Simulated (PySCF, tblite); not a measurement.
Compound: C₃H₇B₂F₃.
SMILES with atom numbers: `[BH2:1][CH2:2][BH:3][CH2:4][C:5]([F:6])([F:7])[F:8]` (hydrogens: H9, H10 on B1; H11, H12 on C2; H13 on B3; H14, H15 on C4)

Geometry (PBE0-D3(BJ)/def2-SVP, Å), atoms numbered from 1 in this order:
```
atom  x, y, z in Å
B1     2.553    0.052    0.269
C2     1.465   -0.804   -0.439
B3     0.173    0.066   -0.510
C4    -1.137   -0.370    0.246
C5    -2.199    0.683    0.361
F6    -1.745    1.761    1.017
F7    -3.276    0.245    1.026
F8    -2.618    1.094   -0.840
H9     2.956   -0.232    1.374
H10    2.991    1.042   -0.271
H11    1.312   -1.801   -0.003
H12    1.792   -0.854   -1.498
H13    0.179    1.083   -1.164
H14   -0.904   -0.758    1.251
H15   -1.561   -1.226   -0.310
```

Jobs on this species (15 atoms, 62 electrons) with PySCF (density fitting) and tblite. Hardware of each: one thread, Arm Neoverse N1 (aarch64), no GPU (shared host). Other jobs ran on the host; a repeat could differ by tens of per cent or more.

Question: Rank these jobs by wall time, shortest first.
A. delta-SCF UKS SCAN, pcX-2 on the ionised atom, pcseg-1 elsewhere, spin-free X2C; ΔSCF core ionisation, 6 holes; 178 basis functions
B. GFN2-xTB; Hessian by finite differences
C. CAM-B3LYP/def2-SVPD; 10 singlets by full TDDFT, 4 Tamm–Dancoff triplets, polarisability, ΔSCF ions, density and orbital grids written; 225 basis functions
D. CAM-B3LYP/pcSseg-1; shieldings; 171 basis functions

Answer: B (0.68 s), D (51 s), A (2.0 min), C (12 min).

All jobs:

| level and settings | work | basis functions | SCF cycles | wall time |
| --- | --- | --- | --- | --- |
| GFN2-xTB | Hessian by finite differences | – | – | 0.68 s |
| GFN2-xTB | L-BFGS relaxation | – | – | 0.79 s |
| CAM-B3LYP/pcSseg-1 | shieldings | 171 | 12 | 51 s |
| PBE0/pcSseg-1 | shieldings, charges and field gradients, density and orbital grids written | 171 | 12 | 51 s |
| delta-SCF UKS SCAN, pcX-2 on the ionised atom, pcseg-1 elsewhere, spin-free X2C | ΔSCF core ionisation, 6 holes | 178 | 105 | 2.0 min |
| PBE0-D3(BJ)/def2-SVP, grid level 1 | geometry optimisation from a GFN2-xTB start shaken at random | 147 | 70 | 2.8 min |
| B3LYP/pcJ-1 | spin–spin couplings from 15 perturbed nuclei, spin–dipole term for 5 of them | 286 | 12 | 2.9 min |
| CAM-B3LYP/def2-SVPD | 10 singlets by full TDDFT, 4 Tamm–Dancoff triplets, polarisability, ΔSCF ions, density and orbital grids written | 225 | 12 | 12 min |

Question: What do all jobs in the table cost together?

Answer: About 21 min; the longest takes about 56 % of that, and about 1100 times as long as the shortest.
